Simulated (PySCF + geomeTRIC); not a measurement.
Level of theory: B3LYP-D3(BJ)/def2-TZVP in PySCF + geomeTRIC. fastk is a local helper that only speeds up exchange builds. No frequencies were computed at this level.

```python
import json, numpy as np
from pyscf import gto, dft
from fastk import lowrank_exchange
atoms = """
C      2.015051     0.170232    -0.000699
C      0.763349    -0.138742    -0.137268
N     -0.342020    -0.576354    -0.366102
C     -1.625557    -0.083256     0.022462
H      2.511814     0.802983    -0.712752
H      2.593401    -0.200397     0.825201
H     -2.204987     0.095565    -0.884388
H     -2.126092    -0.865424     0.595124
H     -1.586732     0.834910     0.617006
"""
def scf(charge, spin, dm0=None):
    mol = gto.M(atom=atoms, basis='def2-tzvp', ecp={}, charge=charge, spin=spin, verbose=3, max_memory=5040)
    mf = dft.KS(mol, xc='b3lyp').density_fit(auxbasis="def2-universal-jkfit")
    mf.disp = 'd3bj'
    mf.grids.level = 3
    mf.conv_tol = 1e-8
    mf.max_cycle = 60
    mf.kernel(dm0)
    if not mf.converged:
        mf = mf.newton().run(mf.mo_coeff, mf.mo_occ).undo_soscf()
    return mf
mf = scf(0, 0)
from pyscf.geomopt.geometric_solver import kernel as optimize
path = []
done, mol = optimize(mf, maxsteps=80, assert_convergence=False, callback=lambda env: path.append((env["energy"], bool(env["g_scanner"].converged))))
res = dict(converged=bool(done and path[-1][1]), energy=path[-1][0], path=[e for e, c in path], xyz=mol.atom_coords(unit="Angstrom").tolist(), nao=mol.nao)
json.dump(res, open("result.json", "w"))
```

Output:

```
converged SCF energy = -172.102619418975
Geometry optimization cycle 1
converged SCF energy = -172.102619415381
cycle 1: E = -172.102619415  dE = -172.103  norm(grad) = 0.030439
Geometry optimization cycle 2
converged SCF energy = -172.103948049035
cycle 2: E = -172.103948049  dE = -0.00132863  norm(grad) = 0.00809756
Geometry optimization cycle 3
converged SCF energy = -172.104281346426
cycle 3: E = -172.104281346  dE = -0.000333297  norm(grad) = 0.00776772
Geometry optimization cycle 4
converged SCF energy = -172.104340456641
cycle 4: E = -172.104340457  dE = -5.91102e-05  norm(grad) = 0.00312265
Geometry optimization cycle 5
converged SCF energy = -172.10434659667
cycle 5: E = -172.104346597  dE = -6.14003e-06  norm(grad) = 0.000812686
Geometry optimization cycle 6
converged SCF energy = -172.104348410946
cycle 6: E = -172.104348411  dE = -1.81428e-06  norm(grad) = 0.00028198
Geometry optimization cycle 7
converged SCF energy = -172.104348535354
cycle 7: E = -172.104348535  dE = -1.24408e-07  norm(grad) = 0.000109231
<class 'geometric.internal.Distance'> : 8
<class 'geometric.internal.Angle'> : 9
<class 'geometric.internal.LinearAngle'> : 2
<class 'geometric.internal.OutOfPlane'> : 1
<class 'geometric.internal.Dihedral'> : 5
<class 'geometric.internal.TranslationX'> : 1
<class 'geometric.internal.TranslationY'> : 1
<class 'geometric.internal.TranslationZ'> : 1
<class 'geometric.internal.RotationA'> : 1
<class 'geometric.internal.RotationB'> : 1
<class 'geometric.internal.RotationC'> : 1
Step    0 : Gradient = 1.015e-02/1.983e-02 (rms/max) Energy = -172.1026194154
Step    1 : Displace = 4.569e-02/6.477e-02 (rms/max) Trust = 1.000e-01 (=) Grad = 2.699e-03/5.497e-03 (rms/max) E (change) = -172.1039480490 (-1.329e-03) Quality = 1.230
Step    2 : Displace = 3.739e-02/6.223e-02 (rms/max) Trust = 1.414e-01 (+) Grad = 2.589e-03/5.869e-03 (rms/max) E (change) = -172.1042813464 (-3.333e-04) Quality = 1.251
Step    3 : Displace = 1.672e-02/2.774e-02 (rms/max) Trust = 2.000e-01 (+) Grad = 1.041e-03/2.183e-03 (rms/max) E (change) = -172.1043404566 (-5.911e-05) Quality = 0.996
Step    4 : Displace = 3.575e-03/7.832e-03 (rms/max) Trust = 2.828e-01 (+) Grad = 2.709e-04/5.500e-04 (rms/max) E (change) = -172.1043465967 (-6.140e-06) Quality = 0.668
Step    5 : Displace = 1.695e-03/2.724e-03 (rms/max) Trust = 2.828e-01 (=) Grad = 9.399e-05/1.653e-04 (rms/max) E (change) = -172.1043484109 (-1.814e-06) Quality = 1.128
Step    6 : Displace = 2.518e-04/4.893e-04 (rms/max) Trust = 3.000e-01 (+) Grad = 3.641e-05/7.630e-05 (rms/max) E (change) = -172.1043485354 (-1.244e-07) Quality = 1.211
Converged! =D
```

Cost: around 90 core-seconds (rough).
